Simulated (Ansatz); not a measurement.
`C[NH][Al]([CH3])[F]` and `[CH3][Al]([F])[NH][SiH3]` differ in one atom or group.

Ansatz, PBE0-D4/def2-TZVP geometries, multiplicity 1. Each molecule was computed in one conformer, which needn't be the lowest.

| property | `C[NH][Al]([CH3])[F]` |
| --- | --- |
| HOMO–LUMO gap (PBE/def2-TZVPP) / eV | 4.77 |
| size of the dipole moment (PBE/def2-TZVPP) / D | 2.01 |
| LUMO energy (B3LYP/def2-TZVPP) / eV | -0.25 |
| size of the dipole moment (B3LYP/def2-TZVPP) / D | 2.04 |
| LUMO energy (ωB97M-V/def2-TZVPP) / eV | 1.49 |
| LUMO energy (PBE/def2-TZVPP) / eV | -0.74 |

What does the change do to each property? (Estimate.)

Computed: 
| property | `[CH3][Al]([F])[NH][SiH3]` | shift |
| --- | --- | --- |
| HOMO–LUMO gap (PBE/def2-TZVPP) / eV | 5.31 | 0.54 |
| size of the dipole moment (PBE/def2-TZVPP) / D | 0.81 | -1.20 |
| LUMO energy (B3LYP/def2-TZVPP) / eV | -0.60 | -0.35 |
| size of the dipole moment (B3LYP/def2-TZVPP) / D | 0.86 | -1.18 |
| LUMO energy (ωB97M-V/def2-TZVPP) / eV | 1.17 | -0.32 |
| LUMO energy (PBE/def2-TZVPP) / eV | -1.13 | -0.39 |

With PBE0 the HOMO falls by 0.93 eV and the LUMO falls by 0.38 eV, so the gap widens by about 0.55 eV. PBE moves the HOMO by -0.93 eV and ωB97M-V by -0.89 eV. Dipoles are sizes alone; their direction can turn.

B3LYP here is the variant with VWN-RPA as its local correlation; programs differ in this.
